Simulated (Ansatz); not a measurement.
Geometry optimisation, RKS PBE0/def2-SVP in Ansatz.

input.yaml

```yaml
crystal:
  periodic: [false, false, false]
  atoms:
    - { symbol: B, position_ang: [0.085845, 0.7126, -0.403583] }
    - { symbol: H, position_ang: [-0.070401, -0.352931, 1.745168] }
    - { symbol: "N", position_ang: [1.297957, 0.045702, -0.684371] }
    - { symbol: H, position_ang: [1.326048, -0.848708, -1.150721] }
    - { symbol: H, position_ang: [2.207382, 0.38795, -0.408483] }
    - { symbol: C, position_ang: [-1.300498, 0.089984, -0.854701] }
    - { symbol: H, position_ang: [-1.471761, -0.876728, -0.350945] }
    - { symbol: H, position_ang: [-2.161163, 0.735414, -0.622115] }
    - { symbol: H, position_ang: [-1.313728, -0.109359, -1.939119] }
    - { symbol: "N", position_ang: [0.109782, 2.017852, 0.301569] }
    - { symbol: H, position_ang: [0.955764, 2.470993, 0.618278] }
    - { symbol: H, position_ang: [-0.734375, 2.533642, 0.501334] }
    - { symbol: H, position_ang: [-0.152351, 0.356289, 1.82429] }
basis:
  gaussian: { orbitals: def2-SVP }
hamiltonian:
  xc: pbe0
relax:
  f_tol: 0.03
  max_steps: 50
```

Launched with:

```bash
$ ansatz run input.yaml --threads 2 --pin off --max-ram 3072MiB --backend cpu --events-out ev --progress --plain --runs-dir out
```

Where does it end, and by what steps?

The run converged. The force dipped under the threshold on the way, but the program's further checks kept it going. After 14 steps the energy has fallen by 0.344 eV; H2 moved furthest, 1.68 Å.

```
step  energy less start (eV)  largest force component (eV/Å)  accepted
   0                  0.0000                           1.927       yes
   1                 -0.1909                           0.747       yes
   2                 -0.2557                           0.425       yes
   3                 -0.2888                           0.136       yes
   4                 -0.3063                           0.080       yes
   5                 -0.3087                           0.647       yes
   6                 -0.3255                           0.070       yes
   7                 -0.3295                           0.056       yes
   8                 -0.3355                           0.133       yes
   9                 -0.3362                           0.357       yes
  10                 -0.3407                           0.138       yes
  11                 -0.3421                           0.028       yes
  12                 -0.3428                           0.015       yes
  13                 -0.3428                           0.180       yes
  14                 -0.3435                           0.030       yes
```

```xyz
13
Properties=species:S:1:pos:R:3
B 0.134 0.694 -0.618
H -0.423 0.087 3.325
N 1.344 0.195 -1.162
H 1.360 -0.538 -1.855
H 2.263 0.497 -0.872
C -1.256 0.098 -1.103
H -1.489 -0.824 -0.542
H -2.097 0.791 -0.944
H -1.245 -0.173 -2.170
N 0.154 1.698 0.389
H 0.995 2.129 0.747
H -0.691 2.121 0.742
H -0.269 0.387 2.639
```

Time of the run: 72 s on 2 threads of Intel(R) Xeon(R) Platinum 8259CL CPU @ 2.50GHz (Skylake/Cascade Lake) (shared host), peak memory 0.22 GiB.
